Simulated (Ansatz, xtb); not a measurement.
Two isomers of C2HBF3−

Structure a is `C#C[B-](F)(F)F`, a singlet and structure b is `[C]=C[B-](F)(F)F`, a singlet. Both are isolated ions in the gas phase, relaxed with PBE0-D3(BJ)/def2-SVPD.

**Question.** Which of the two would you expect CCSD(T)/def2-SVPD + ΔMP2/def2-TZVPPD electronic energies to favour?

**Answer.** Structure a; the calculation gives E(b) − E(a) = +155.2 kJ/mol.

How the difference moves with the method:

```tsv
level	geometry	E(b) − E(a) (kJ/mol)	departure from the last row (kJ/mol)	job, with rough time for the two
PBE0-D3(BJ)/def2-SVPD	PBE0-D3(BJ)/def2-SVPD	+155.0	−0.3	optimisation, 63 s
HF/def2-SVPD	PBE0-D3(BJ)/def2-SVPD	+136.2	−19.0	part of the CCSD(T) run
MP2/def2-SVPD	PBE0-D3(BJ)/def2-SVPD	+189.2	+34.0	part of the CCSD(T) run
CCSD(T)/def2-SVPD	PBE0-D3(BJ)/def2-SVPD	+159.0	+3.7	single point
CCSD(T)/def2-SVPD + ΔMP2/def2-TZVPPD	PBE0-D3(BJ)/def2-SVPD	+155.2		single point, 1.7 min
```

As drawn, b has 1 C=C in place of 1 C≡C.

None of the levels shown reverses the order. The largest departure from CCSD(T)/def2-SVPD + ΔMP2/def2-TZVPPD is that of MP2/def2-SVPD, 34.0 kJ/mol. Levels run at GFN2-xTB geometries aren't shown. The last row adds to CCSD(T) the change of the MP2 difference between the two basis sets, here −3.7 kJ/mol.

With harmonic frequencies from PBE0-D3(BJ)/def2-SVPD (ideal gas, rigid rotor, one conformer each, 298.15 K, 1 atm): the zero-point term adds −6.5 kJ/mol; ΔH is +150.4 and ΔG +143.2 kJ/mol.

The correlated steps freeze 6 core orbitals. Programs: Ansatz 0.2.0; the last row on 2 threads of Arm Neoverse V1 on a shared host.
